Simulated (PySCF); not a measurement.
B(F)(OH)(NMe2) (C₂H₇BFNO), SMILES OB(F)N(C)C.

Coordinates come from a PBE0-D3(BJ)/def2-SVP optimisation. This is a generated structure with no PubChem entry under its InChIKey; it may be hypothetical. The values are those of a single conformer.

Two levels are set side by side: PBE/def2-TZVP (PySCF) and HF/def2-TZVP (PySCF). Same geometry, gas phase. Differences are taken from unrounded values.

```csv
quantity,HF
orbital gap (eV),13.39
highest occupied level (eV),-10.33
lowest empty level (eV),3.06
dipole moment (D),3.56
mean polarisability (bohr³),45.9
```

**Question.** What does PBE give, and how far is it from HF? (Estimate from the structure and the level; the computed values follow.)

**Answer.** 
```json
[
 {"quantity": "orbital gap (eV)", "PBE": "5.28", "PBE minus HF": "-8.11"},
 {"quantity": "highest occupied level (eV)", "PBE": "-5.64", "PBE minus HF": "4.69"},
 {"quantity": "lowest empty level (eV)", "PBE": "-0.36", "PBE minus HF": "-3.42"},
 {"quantity": "dipole moment (D)", "PBE": "3.30", "PBE minus HF": "-0.26"},
 {"quantity": "mean polarisability (bohr³)", "PBE": "52.8", "PBE minus HF": "6.9"}
]
```

PBE's occupied levels lie high since its potential decays too fast outside the molecule; exact exchange lowers them and widens the gap. PBE's more diffuse valence density responds more strongly to a field. Differences between two approximate levels are no errors against the true value.

Rough cost on one machine, each run with all the roots and properties that it gave: HF against PBE about 1/3.
